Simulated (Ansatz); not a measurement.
`C=CI` and `C=[CH][SnH3]` differ in one atom or group.

Ansatz, PBE0-D4/def2-TZVP geometries, multiplicity 1. 

Elements past krypton have def2 core potentials.

```json
{"property": "HOMO energy (B3LYP/def2-TZVPP) / eV", "`C=CI`": "-6.86"}
{"property": "HOMO–LUMO gap (PBE/def2-TZVPP) / eV", "`C=CI`": "4.48"}
{"property": "LUMO energy (PBE/def2-TZVPP) / eV", "`C=CI`": "-1.54"}
{"property": "HOMO energy (ωB97M-V/def2-TZVPP) / eV", "`C=CI`": "-9.18"}
{"property": "LUMO energy (ωB97M-V/def2-TZVPP) / eV", "`C=CI`": "1.36"}
{"property": "size of the dipole moment (ωB97M-V/def2-TZVPP) / D", "`C=CI`": "1.30"}
```

(1) What does the change do to each property? (Estimate.)

Answers

(1) The calculation gave: 
| property | `C=[CH][SnH3]` | shift |
| --- | --- | --- |
| HOMO energy (B3LYP/def2-TZVPP) / eV | -7.70 | -0.84 |
| HOMO–LUMO gap (PBE/def2-TZVPP) / eV | 5.48 | 1.00 |
| LUMO energy (PBE/def2-TZVPP) / eV | -1.34 | 0.20 |
| HOMO energy (ωB97M-V/def2-TZVPP) / eV | -10.15 | -0.97 |
| LUMO energy (ωB97M-V/def2-TZVPP) / eV | 1.67 | 0.31 |
| size of the dipole moment (ωB97M-V/def2-TZVPP) / D | 0.59 | -0.71 |

With PBE0 the HOMO falls by 0.84 eV and the LUMO rises by 0.29 eV, so the gap widens by about 1.13 eV. PBE moves the HOMO by -0.80 eV and ωB97M-V by -0.97 eV. The zero-point energy changes by 52.7 kJ/mol with +9 modes. Dipoles are sizes alone; their direction can turn.

B3LYP here is the variant with VWN-RPA as its local correlation; programs differ in this.

Spin–orbit coupling is left out; it splits and shifts lone-pair levels of the heavy atoms by tenths of an eV.
